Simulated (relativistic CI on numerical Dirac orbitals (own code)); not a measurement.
**Line list: Forbidden lines, Nd43+**

Calculated at this level of theory: Dirac-Coulomb-Breit CI, orbitals from a KLI potential per configuration, model QED (radiative potential, 1s self-energy scaled to tabulated hydrogen-like ionisation energies), unscaled Slater integrals (own radial code, finite nucleus).

CI space (outside the closed core [Ne]): 3s2 3p5, 3s 3p6, 3s2 3p4 3d, 3s 3p5 3d, 3p6 3d, 3s 3p4 3d2, 3s2 3p3 3d 4p, 3p6 4s, 3s 3p4 3d 4s, 3s2 3p4 4s, 3p6 4p, 3s2 3p4 4p, 3s2 3p3 3d2, 3s2 3p2 3d3, 3s 3p3 3d3, 3s2 3p2 3d2 4s, 3s2 3p2 3d2 4p. Double excitations out of closed p, d and f shells are left out; levels of such configurations are missing from the list, as are those of other unlisted configurations, and high levels can miss mixing partners.

```tsv
λ vac (nm)	Lower	Upper	Type	A (s⁻¹)	gf	Branching (%)
5.9005	3s2 3p5 2P°_3/2 [1]	3s2 3p4 3d 2F_7/2 [8]	M2	7.86e+03	3.28e-08	6.6
6.6073	3s2 3p5 2P°_3/2 [1]	3s2 3p4 3d 4F_7/2 [6]	M2	1.11e+02	5.82e-10	20.4
8.2646	3s2 3p4 3d 4D_5/2 [4]	3s2 3p4 3d 4D_7/2 [19]	M1	3.85e+05	3.15e-06	2.1
8.5085	3s2 3p4 3d 2F_7/2 [8]	3s2 3p4 3d 2F_7/2 [27]	M1	2.40e+06	2.09e-05	19.2
8.5700	3s2 3p4 3d 4D_7/2 [19]	3s2 3p4 3d 2D_5/2 [67]	M1	1.91e+07	1.26e-04	2.2
8.6449	3s2 3p4 3d 4F_9/2 [9]	3s2 3p4 3d 2F_7/2 [27]	M1	7.11e+06	6.37e-05	56.9
9.2973	3s2 3p4 3d 2F_7/2 [8]	3s2 3p4 3d 2G_9/2 [24]	M1	1.85e+06	2.40e-05	18.1
9.3589	3s2 3p4 3d 4D_5/2 [4]	3s2 3p4 3d 2G_7/2 [18]	M1	1.26e+06	1.32e-05	13.2
9.4605	3s2 3p4 3d 4F_9/2 [9]	3s2 3p4 3d 2G_9/2 [24]	M1	8.04e+06	1.08e-04	78.6
9.6984	3s2 3p4 3d 4F_7/2 [6]	3s2 3p4 3d 2G_7/2 [18]	M1	7.87e+06	8.88e-05	82.4
9.7036	3s2 3p5 2P°_3/2 [1]	3s2 3p5 2P°_1/2 [2]	M1	1.94e+07	5.47e-05	98.9
9.8961	3s2 3p3 3d2 4G°_11/2 [41]	3s2 3p3 3d2 4H°_13/2 [97]	E2	6.91e+04	1.42e-06	2.4
9.8961	3s2 3p3 3d2 4G°_11/2 [41]	3s2 3p3 3d2 4H°_13/2 [97]	M1	2.74e+06	5.63e-05	95.5
10.036	3s2 3p4 3d 4D_5/2 [4]	3s2 3p4 3d 4D_3/2 [16]	M1	1.27e+07	7.67e-05	2.8
10.088	3s2 3p4 3d 2F_7/2 [8]	3s2 3p4 3d 4D_7/2 [19]	M1	5.41e+06	6.61e-05	29.0
10.166	3s2 3p4 3d 2D_5/2 [11]	3s2 3p4 3d 2F_7/2 [27]	M1	1.72e+06	2.13e-05	13.8
10.280	3s2 3p4 3d 4F_9/2 [9]	3s2 3p4 3d 4D_7/2 [19]	M1	7.73e+06	9.79e-05	41.4
10.714	3s2 3p3 3d2 2H°_11/2 [52]	3s2 3p3 3d2 2I°_13/2 [120]	M1	2.70e+06	6.51e-05	87.9
10.824	3s2 3p4 3d 2D_5/2 [13]	3s2 3p4 3d 2F_7/2 [27]	M1	7.00e+05	9.84e-06	5.6
12.505	3s2 3p4 3d 2D_5/2 [11]	3s2 3p4 3d 4D_7/2 [19]	M1	1.36e+06	2.55e-05	7.3
13.516	3s2 3p4 3d 2D_5/2 [13]	3s2 3p4 3d 4D_7/2 [19]	M1	3.50e+06	7.67e-05	18.8
33.352	3s2 3p3 3d2 4H°_11/2 [88]	3s2 3p3 3d2 2I°_13/2 [120]	M1	1.48e+05	3.46e-05	4.8
45.725	3s2 3p4 3d 4D_5/2 [4]	3s2 3p4 3d 2F_7/2 [8]	M1	8.30e+04	2.08e-05	70.0
50.038	3s2 3p4 3d 4F_7/2 [6]	3s2 3p4 3d 4F_9/2 [9]	M1	9.39e+04	3.53e-05	100.0
55.158	3s2 3p4 3d 4F_7/2 [6]	3s2 3p4 3d 2F_7/2 [8]	M1	2.76e+04	1.01e-05	23.3
267.38	3s2 3p4 3d 4D_5/2 [4]	3s2 3p4 3d 4F_7/2 [6]	M1	4.32e+02	3.71e-06	79.1
```

Terms are leading LS components. Brackets give the number of a level in order of energy, since labels repeat. The list gives strong lines, with weight on those to low levels, among the lowest 200 of 2504 levels, so that lines to higher ones, which can be the strongest, are missing. Levels whose partners in the same complex of configurations lie outside the list can be far off, and so can their lines. Rates are taken at the computed energies, electric ones in the length gauge.

At this charge energies of transitions that change n are usually good to better than 1 %, and those within a shell (Δn = 0) to a few per cent.

From the table, what is the radiative lifetime of 3s2 3p4 3d 4D_7/2?

The listed rates from this level add up to about 1.84e+07 s⁻¹, 99 % of its decay; with all channels τ = 5.36e-08 s.

LS names give the leading component of a level, which can be under half, so a name can repeat, a term be missing and a line seem to break the LS rules.
